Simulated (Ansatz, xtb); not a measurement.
## Two isomers of CH6GeOSSi

Structure a is `O=C[SiH2][GeH2][SH]`, a singlet and structure b is `O=[CH][GeH2][SiH2]S`, a singlet. Both are isolated molecules in the gas phase, relaxed with B3LYP/def2-SVP, each in the lowest conformer that the search found.

Q: Which of the two would you expect CCSD(T)/def2-SVP + ΔMP2/def2-TZVPP electronic energies to favour?

A: Structure b; the calculation gives E(b) − E(a) = −0.096 eV.

The same difference at several levels:

| level | geometry | E(b) − E(a) (eV) | departure from the last row (eV) | job, with rough time for the two |
| --- | --- | --- | --- | --- |
| B3LYP/def2-SVP | B3LYP/def2-SVP | −0.063 | +0.032 | optimisation, 1.7 min |
| HF/def2-SVP | B3LYP/def2-SVP | −0.017 | +0.078 | part of the CCSD(T) run |
| MP2/def2-SVP | B3LYP/def2-SVP | −0.063 | +0.033 | part of the CCSD(T) run |
| CCSD(T)/def2-SVP | B3LYP/def2-SVP | −0.047 | +0.049 | single point |
| CCSD(T)/def2-SVP + ΔMP2/def2-TZVPP | B3LYP/def2-SVP | −0.096 |  | single point, 46 s |

As drawn, b has 1 C–Ge, 1 S–Si in place of 1 C–Si, 1 Ge–S.

HF/def2-SVP finds them nearly level. The largest departure from CCSD(T)/def2-SVP + ΔMP2/def2-TZVPP is that of HF/def2-SVP, 0.078 eV. Levels run at GFN2-xTB geometries aren't shown. The last row adds to CCSD(T) the change of the MP2 difference between the two basis sets, here −0.049 eV.

With thermal terms from frequencies at re-optimised GFN2-xTB minima (ideal gas, soft modes damped towards free rotors, one conformer each, 298.15 K, 1 atm): the zero-point term adds +0.004 eV; ΔH is −0.090 and ΔG −0.100 eV.

The correlated steps freeze 21 core orbitals; the filled d shell of Ge is correlated, in a basis made for valence electrons. Run with Ansatz 0.2.0, xtb 6.7.1; the last row on 2 threads of Intel(R) Xeon(R) 6975P-C (Granite Rapids) on a shared host.
